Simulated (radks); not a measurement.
The numbers below are computed, except where a source is named.
Q: Rh II, 44 electrons, occupied as [Kr] 4d6 5s2 (not the ground configuration). Code: a radial shooting solver on a logarithmic mesh with Libxc functionals. Model: Dirac Kohn-Sham, PBE, spin-unpolarised, spherical densities, point nucleus; open shells are shared between the two j in proportion to 2j + 1.

Spin-orbit splittings of the eigenvalues, e(l+1/2) - e(l-1/2), with zeta = 2 splitting/(2l+1) and mean radii in bohr:

| shell | occ. | splitting (eV) | zeta (eV) | <r> j=l-1/2 | <r> j=l+1/2 |
|---|---|---|---|---|---|
| 2p | 6 | ? | ? | 0.1203 | 0.1252 |
| 3p | 6 | 24.88 | 16.59 | 0.3830 | 0.3937 |
| 3d | 10 | 4.909 | 1.963 | 0.3683 | 0.3717 |
| 4p | 6 | 4.002 | 2.668 | 1.048 | 1.077 |
| 4d | 6 | 0.4663 | 0.1865 | 1.412 | 1.428 |

Estimate the 2p splitting.

A: 144.6 eV (zeta = 96.41 eV).
